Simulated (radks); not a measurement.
Task: Species: the krypton ion Kr16+. Configuration: [Ar] 3d2 (the NIST ground configuration). All-electron calculation, Dirac Kohn-Sham, LDA (Slater exchange, Perdew-Wang correlation), spin-unpolarised, spherical densities, finite nucleus; open shells are shared between the two j in proportion to 2j + 1; Fermi nuclear charge, rms radius 4.1884 fm. Program: a radial shooting solver on a logarithmic mesh with Libxc functionals. Some entries of the table are withheld. Estimate them.

orbital  occ.  eigenvalue (hartree)  <r> (bohr)
1s1/2       2             -539.6500         (1)
2s1/2       2             -88.79273      0.1827
2p1/2       2             -82.33065      0.1568
2p3/2       4             -80.34615      0.1607
3s1/2       2             -27.05509      0.4838
3p1/2       2             -24.79784      0.4733
3p3/2       4             -24.41537      0.4805
3d3/2     0.8             -20.72423      0.4402
3d5/2     1.2             -20.64869      0.4423
4s1/2       0             -12.43992      0.9890
4p1/2       0                   (2)       1.004
4p3/2       0                   (3)       1.014
4d3/2       0             -10.12431       1.023
4d5/2       0             -10.10068       1.025

Result: 
(1) 1s1/2 <r> (bohr): 0.04154
(2) 4p1/2 eigenvalue (hartree): -11.58255
(3) 4p3/2 eigenvalue (hartree): -11.46395
